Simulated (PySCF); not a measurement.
# Static response to an electric field

C2H10FNSi2.
Numbering: `[CH3:1][Si@H:2]([CH2:3][F:4])[SiH2:5][NH2:6]` (hydrogens: H7, H8, H9 on C1; H10 on Si2; H11, H12 on C3; H13, H14 on Si5; H15, H16 on N6)

Cartesian coordinates in Å at the GFN2-xTB level; atoms count from 1:
```xyz
16
C2H10FNSi2 angstrom
C     -1.5564   -0.6631   -1.1035
Si    -0.5265   -0.1942    0.4283
C     -1.3313    1.3964    1.1591
F     -1.0586    2.4767    0.3357
Si     1.6978    0.2391   -0.0384
N      2.3561   -1.2910   -0.4971
H     -1.1600   -1.5561   -1.5781
H     -2.5983   -0.8540   -0.8571
H     -1.5346    0.1354   -1.8412
H     -0.7967   -1.2086    1.4743
H     -2.4193    1.3372    1.2335
H     -0.9355    1.6595    2.1426
H      1.9728    1.0787   -1.2079
H      2.3963    0.8753    1.1005
H      2.1853   -2.0975    0.0809
H      3.3013   -1.3251   -0.8432
```

Level: CAM-B3LYP/def2-SVPD (PySCF), static field, nuclei fixed, core orbitals frozen in the response. The polarisability tensor in these axes (au):

```
x   98.24 -0.48 -1.40
y   -0.48 85.46  4.79
z   -1.40  4.79 83.57
```

What are the eigenvalues, a third of the trace, and Δα (Δα² = ½Σ(αi − αj)² over the three pairs)?

Principal values 79.61, 89.22 and 98.44 au; mean 89.09 au = 13.20 Å³ = 14.69 × 10⁻⁴⁰ C²·m²/J; Δα = 16.32 au (18 % of the mean).

What is the dipole moment, and where does it point?

(0.42, -2.11, 0.85) D, 2.31 D in size, pointing from the negative to the positive side. Measured along this direction, the outermost atoms are F4 at the negative end and H15 at the positive end.

Find the Langevin capture rate constant for NO+ (29.998 u) meeting this molecule (123.034 u), k = 2.342 × 10⁻⁹ cm³/s × √(α in Å³ / reduced mass in u).

The reduced mass is 24.12 u, so k = 1.73 × 10⁻⁹ cm³/s. The formula leaves out the permanent dipole, which adds to the capture rate.

Form Σ f/ω² (atomic units) for the 8 lowest TDDFT singlets, given as eV and f, and set it beside the mean polarisability, which is this sum over all singlets: 5.87, 0.0046; 6.86, 0.0080; 7.07, 0.0711; 7.33, 0.0358; 7.38, 0.0137; 7.61, 0.0505; 7.70, 0.0192; 7.87, 0.0369.

They add up to 3.28 au, 3.7 % of the 89.09 au; the largest single term is 1.05 au, from the state at 7.07 eV. Terms in order: 0.10, 0.13, 1.05, 0.49, 0.19, 0.64, 0.24, 0.44 au. Higher excitations give the rest. The strengths listed sum to 0.240.

What are the principal values of the traceless quadrupole moment, Θ = ½Σq(3rr − r²1), about the centre of nuclear charge?

-6.22, -1.46, 7.68 D·Å. The values depend on the origin, since the dipole doesn't vanish. The electronic extent ⟨r²⟩ about the same centre is 1173 bohr², a root-mean-square distance of 2.23 Å for the 66 electrons.

Rayleigh depolarisation ratio (linearly polarised light, static tensor)?

ρ = 3Δα²/(45ᾱ² + 4Δα²) = 798.6/(357170 + 1064.8) = 0.00223.

Directions of the eigenvectors, and the extent of the frame along each?

Largest value along (0.99, -0.08, -0.12), where the nuclei span 6.12 Å; middle along (0.14, 0.77, 0.62), 4.82 Å; least along (0.04, -0.63, 0.78), 3.45 Å. The response follows the extents in order.

Geometry: GFN2-xTB, one conformer, isolated molecule.

The run behind these numbers computed excited states as well. Time: 81 s of wall time; peak memory 0.96 GiB. Hardware: one thread, Arm Neoverse N1 (aarch64), shared host.
